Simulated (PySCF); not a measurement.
# Radial density of Fe+ (iron, charge +1)

M06-2X, [Ar] 3d6 4s1, high-spin 6D determinant. Computed with PySCF 2.14 in cc-pVDZ (6s5p3d1f, 43 functions), with the non-relativistic Hamiltonian (point nucleus).

```tsv
r (bohr)	4πr²ρ (e/bohr)	4πr²(ρα − ρβ)
0.00104	0.1526	0.0001
0.00175	0.4160	0.0002
0.00294	1.107	0.0005
0.00494	2.821	0.0013
0.00830	6.703	0.0030
0.0140	14.15	0.0061
0.0235	24.53	0.0099
0.0395	31.11	0.0100
0.0665	26.77	0.0071
0.112	25.90	0.0510
0.188	34.81	0.3075
0.316	20.11	1.3179
0.532	14.28	3.3722
0.895	14.19	3.4080
1.51	3.722	1.4957
2.53	0.7639	0.5952
4.26	0.1261	0.1179
7.16	0.001472	0.0014
```
